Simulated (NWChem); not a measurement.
System: GaH3SO2; SMILES [OH][Ga]([OH])[SH]

Input file for NWChem:

```
start job
memory heap 200 mb stack 900 mb global 1100 mb
geometry units angstroms noautosym nocenter noautoz
  Ga     0.006640     0.304348     0.000000
  O     -1.481764     1.277372     0.000000
  H     -1.356993     2.231201     0.000000
  O      1.643159     1.009076     0.000000
  H      1.685887     1.970390     0.000000
  S     -0.161454    -1.872352     0.000000
  H      1.183257    -2.017696     0.000000
end
basis spherical
  * library def2-svpd
end
dft
  xc b3lyp
  iterations 150
end
property
  response 1 0.0
end
task dft property
```

All runs use the structure optimised with PBE0/def2-SVP. B3LYP is NWChem's, with the RPA form of VWN correlation.

Static field.

Problem. Give the results of this calculation. (B3LYP/def2-SVPD.) Quantities: isotropic polarisability (bohr³); anisotropy (bohr³).

Solution. 
| Quantity | Result |
|---|---|
| isotropic polarisability (bohr³) | 57.5 |
| anisotropy (bohr³) | 20.5 |
